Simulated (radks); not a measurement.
Problem. Valence configurations of the iron ion Fe+ (all share [Ar]). All-electron calculation, non-relativistic Kohn-Sham, PBE, spin-polarised, spherical densities, point nucleus; open shells are filled with parallel spins first. Program: a radial shooting solver on a logarithmic mesh with Libxc functionals. Order these by energy: 3d6.5 4s0.5; 3d3.5 4s1 4p2.5; 3d6 4p1; 3d4 4s1 4p2; 3d4 4s2 4p1; 3d5.5 4s1 4p0.5; 3d5 4s1 4p1; 3d7; 3d6 4s1; 3d5 4p2.

Solution. From the lowest, in eV above it: 3d6.5 4s0.5 0.000; 3d6 4s1 0.083; 3d7 0.303; 3d5.5 4s1 4p0.5 3.343; 3d6 4p1 5.161; 3d5 4s1 4p1 7.518; 3d5 4p2 13.276; 3d4 4s2 4p1 21.824; 3d4 4s1 4p2 25.431; 3d3.5 4s1 4p2.5 36.635. NIST lists [Ar] 3d6 4s1 as the ground configuration; this level of theory puts 3d6.5 4s0.5 lower, by 0.083 eV. The energies are those of spherical high-spin densities, not of single terms.
